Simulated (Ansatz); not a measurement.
Wavefunction ladder for C₃H₆BBr

```xyz
11

B    -0.968   -0.035   -0.055
C     0.241    1.224    0.216
C     0.760    0.015   -0.277
C     0.324   -1.184    0.311
Br    1.387   -0.034   -2.062
H    -1.495   -0.096   -1.120
H    -1.594   -0.017    0.959
H     0.244    1.392    1.285
H     0.311    2.104   -0.408
H     0.335   -1.266    1.391
H     0.456   -2.103   -0.241
```

Total charge 0; spin multiplicity 1. Correlated methods include outer-core shells of Br, which these sets cover unevenly. Scalar relativity is left out up to krypton. The bonds changed during the relaxation, so this is another structure than the one it started from. Geometry: relaxed with PBE0-D4/def2-TZVP. It is one conformer, not always the lowest. Frozen core, restricted reference, the Gaussian-basis code of Ansatz.

```
     basis      HF (Eh)  MP2 corr.
  def2-SVP  -2713.70332   -0.75071
def2-TZVPP  -2714.17533   -0.90401
def2-QZVPP  -2714.23108   -1.25882
```

Question: Estimate the CCSD correlation energy and the (T) correction in each basis where they were run (hartree).

Answer: 
```csv
basis,CCSD corr.,(T)
def2-SVP,-0.78702,-0.02769
def2-TZVPP,-0.93361,-0.04213
```
